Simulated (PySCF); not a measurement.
# One molecule, several mistakes: BGeH5NSi

These are calculations, not measurements. They come from PySCF 2.14.0, an open-source quantum chemistry program, on an isolated molecule that a program drew, which may never have been made. The molecule is BGeH5NSi (charge 0, doublet), drawn as the SMILES string `B=N[SiH2][GeH2]`.

Each row is a Hartree-Fock (HF) and frozen-core CCSD(T) single point in the cc-pV(D+d)Z basis, meant for a local HF minimum. Run 1 is clean. Each other run has one planted mistake out of seven kinds, and not every kind appears here: one electron removed, one electron added, multiplicity raised by two, geometry at a saddle point, minimal basis STO-3G, one bond length entered in bohr, all coordinates scaled. The reference is restricted for singlets and unrestricted otherwise, and also for a bond in bohr. Adding or removing an electron swaps singlet and doublet. Electrons count all cores. HOMO and LUMO are orbital energies over both spins, the gradient is its largest component, and the lowest frequency (negative if imaginary) is given only where the gradient is small. Bond lengths are over the 8 bonds as drawn. T1 is the CCSD diagnostic: over 0.02 (restricted) or 0.045 (unrestricted) a single reference is doubtful. Germanium has the cc-pVDZ-PP basis, with a core potential (ECP10MDF) in place of its 10 inner electrons, and its 3s, 3p and 3d shells are frozen in CCSD(T).

Geometry of the clean run:
```xyz
9
BGeH5NSi, angstrom
B    -1.5406   -0.2226   -1.9792
N    -1.8456    0.4055   -0.9520
Si   -2.2361    1.2781    0.4651
Ge   -0.3827    2.6727    1.0815
H    -1.2564   -0.8167   -2.9485
H    -3.4069    2.1513    0.2289
H    -2.5759    0.3349    1.5548
H     0.9367    1.9128    1.2914
H    -0.6413    3.5633    2.3080
```

```
run  electrons  basis functions  <S^2>  HOMO (eV)  LUMO (eV)  gradient (hartree/bohr)  lowest frequency (cm^-1)  mean bond (Å)  longest bond (Å)      T1  HF (hartree)  CCSD(T) (hartree)                          mistake
  1         63               99  0.757      -8.31       1.10                  2.6e-05                        89         1.5698             2.400  0.0161    -664.37726         -664.85640                         no fault
  2         62               99  0.000     -15.45      -6.55                  5.2e-02                         -         1.5698             2.400  0.0164    -664.10426         -664.57041             one electron removed
  3         63               99  1.516      -8.38       1.03                  2.2e-02                         -         1.7001             2.400  0.0617    -664.24539         -664.72351  one bond length entered in bohr
  4         63               99  0.757      -8.41       0.75                  8.7e-02                         -         1.7173             2.626  0.0198    -664.30967         -664.81046           all coordinates scaled
  5         64               99  0.000      -0.63       7.32                  4.2e-02                         -         1.5698             2.400  0.0173    -664.36648         -664.87928               one electron added
  6         63               99  3.781      -5.21      -0.28                  1.9e-01                         -         1.5698             2.400  0.0335    -664.18807         -664.63266                                ?
```

**Which mistake was planted in run 6, and what did it cost?**

Electrons, basis and geometry are unchanged, and <S^2> is 3.781, beside S(S+1) = 3.75 for a multiplicity of 4. So the mistake is: multiplicity raised by two. Subtracting run 1 and multiplying by 627.51 kcal/mol a hartree, the energy moved by 118.7 kcal/mol in HF and 140.4 kcal/mol in CCSD(T).

Cautions from the logs. Run 3: T1 is over the limit, so its CCSD(T) energy is less reliable.
